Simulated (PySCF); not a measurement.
# How methods differ on the interval between two levels of Xe³⁺

Xe³⁺ [Kr] 4d10 5s2 5p3 [4S3/2, M_J = 3/2] → Xe³⁺ [Kr] 4d10 5s1 5p3 6s1 [6S5/2, M_J = 5/2], as a difference of total energies. All numbers are calculated (PySCF 2.14, the two-component X2C-1e Hamiltonian, in x2c-SVPall-2c with one added diffuse shell each of s, p type (7s9p4d, 54 functions)). Correlated levels: [Ar] 3d10 frozen; the 6 highest virtual spinors dropped. "Screened" scales the spin-orbit matrix elements by Boettger's factors to mimic the two-electron term; Breit and QED terms are absent.

```json
{"method": "GHF (spin-free)", "interval between two levels (cm⁻¹)": "228470"}
{"method": "GMP2 (spin-free)", "interval between two levels (cm⁻¹)": "233540"}
{"method": "GHF (screened spin-orbit)", "interval between two levels (cm⁻¹)": "229490"}
{"method": "GMP2 (screened spin-orbit)", "interval between two levels (cm⁻¹)": "234520"}
```

The labels give the starting determinants; with spin-orbit coupling the two ends relaxed to ⟨J²⟩ = 3.76, ⟨L²⟩ = 0.21, ⟨S²⟩ = 3.51 and ⟨J²⟩ = 8.75, ⟨L²⟩ = 0.08, ⟨S²⟩ = 8.64.
